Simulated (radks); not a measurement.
Task: Species: the thallium ion Tl+. Configuration: [Hg] (the NIST ground configuration). All-electron calculation, Dirac Kohn-Sham, BLYP, spin-unpolarised, spherical densities, finite nucleus; Fermi nuclear charge, rms radius 5.4759 fm. Program: a radial shooting solver on a logarithmic mesh with Libxc functionals. Some entries of the table are withheld. Estimate them.

| orbital | occ. | eigenvalue (Ry) | r(max) (bohr) |
|---|---|---|---|
| 1s1/2 | 2 | -6280.303 | 0.01003 |
| 2s1/2 | 2 | -1117.783 | (1) |
| 2p1/2 | 2 | -1073.446 | (2) |
| 2p3/2 | 4 | -921.5976 | (3) |
| 3s1/2 | 2 | -267.1620 | 0.1642 |
| 3p1/2 | 2 | -247.0663 | 0.1530 |
| 3p3/2 | 4 | -213.3105 | 0.1684 |
| 3d3/2 | 4 | -179.9816 | 0.1309 |
| 3d5/2 | 6 | -172.7714 | 0.1351 |
| 4s1/2 | 2 | -60.00968 | (4) |
| 4p1/2 | 2 | -51.33475 | 0.3671 |
| 4p3/2 | 4 | -43.12526 | 0.3985 |
| 4d3/2 | 4 | (5) | 0.3902 |
| 4d5/2 | 6 | (6) | 0.3998 |
| 5s1/2 | 2 | -10.12411 | 0.8087 |
| 4f5/2 | 6 | -9.06720 | 0.3557 |
| 4f7/2 | 8 | -8.72913 | 0.3602 |
| 5p1/2 | 2 | -7.20797 | 0.8498 |
| 5p3/2 | 4 | -5.71751 | 0.9280 |
| 5d3/2 | 4 | -1.75765 | 1.096 |
| 5d5/2 | 6 | -1.59528 | 1.131 |
| 6s1/2 | 2 | -1.19754 | 2.052 |

Result: 
(1) 2s1/2 r(max) (bohr): 0.05837
(2) 2p1/2 r(max) (bohr): 0.04279
(3) 2p3/2 r(max) (bohr): 0.05039
(4) 4s1/2 r(max) (bohr): 0.3694
(5) 4d3/2 eigenvalue (Ry): -28.92780
(6) 4d5/2 eigenvalue (Ry): -27.39621
